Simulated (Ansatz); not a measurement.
```yaml
crystal:
  periodic: [false, false, false]
  atoms:
    - {symbol: Na, position_ang: [-1.967777, 2.418743, -1.386618]}
    - {symbol: Na, position_ang: [-0.397630, -3.928283, -1.119020]}
    - {symbol: Na, position_ang: [-0.027021, -0.522802, -2.564166]}
    - {symbol: Na, position_ang: [-0.762365, 1.499684, 2.004043]}
    - {symbol: Na, position_ang: [2.824729, 0.951850, 2.823383]}
    - {symbol: Na, position_ang: [1.610959, 1.972463, -0.539402]}
    - {symbol: Na, position_ang: [-2.409961, -0.998881, -0.019161]}
    - {symbol: Na, position_ang: [1.129076, -1.392775, 0.800951]}
basis:
  gaussian: {orbitals: def2-TZVP, initial_orbitals: start.molden}
total_charge: 1
magnetization: {spin_polarized: true, initial_magnetization: 1}
hamiltonian: {xc: {name: wB97M-V}}
scf: {omitted_lower_state_checks: [starts]}
output: {orbitals: {seedname: orbitals}}
```

The file start.molden holds the orbitals of an earlier run on this structure, at another level or in another basis.

```sh
$ ansatz run in.yaml --threads 4 --pin off --events-out ev --progress --plain --max-ram 4787MiB
```

Does this run fit into the memory that it is given?

No. It has 256 basis functions, and Ansatz plans for 6 GiB where 5 GiB are given.
